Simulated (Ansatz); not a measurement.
`O=CC(O)Br`, relaxed with RKS PBE0-D4/def2-TZVP in the Gaussian-basis code of Ansatz from a PBE-D4/def2-SVP geometry. The force threshold is 0.005 eV/Å; the program also tests the step.

Charge 0, multiplicity 1.

Start:

```xyz
8

O     1.494   -0.745   -0.552
C     0.283   -0.821   -0.436
C    -0.481    0.409    0.029
O     0.298    1.500    0.064
Br   -1.052   -0.320    1.900
H    -0.303   -1.758   -0.622
H    -1.466    0.592   -0.437
H     1.226    1.143    0.054
```

| step | energy (eV) | largest force (eV/Å) | largest move (Å) |
| --- | --- | --- | --- |
| 1 | -76250.5385 | 1.023 | 0.000 |
| 2 | -76250.5894 | 0.364 | 0.038 |
| 3 | -76250.5962 | 0.226 | 0.024 |
| 4 | -76250.5986 | 0.176 | 0.020 |
| 5 | -76250.6008 | 0.056 | 0.007 |
| 6 | -76250.6013 | 0.038 | 0.008 |
| 7 | -76250.6014 | 0.020 | 0.006 |
| 8 | -76250.6015 | 0.006 | 0.002 |
| 9 | -76250.6015 | 0.003 | 0.002 |

End:

```xyz
8

O     1.469   -0.772   -0.592
C     0.280   -0.828   -0.441
C    -0.473    0.383    0.051
O     0.287    1.489    0.084
Br   -1.043   -0.277    1.871
H    -0.308   -1.744   -0.616
H    -1.426    0.559   -0.445
H     1.213    1.190    0.088
```

Hardware: 4 threads of an Arm Neoverse V2 on a shared host. Wall time 28 s, peak host memory 0.5 GiB.
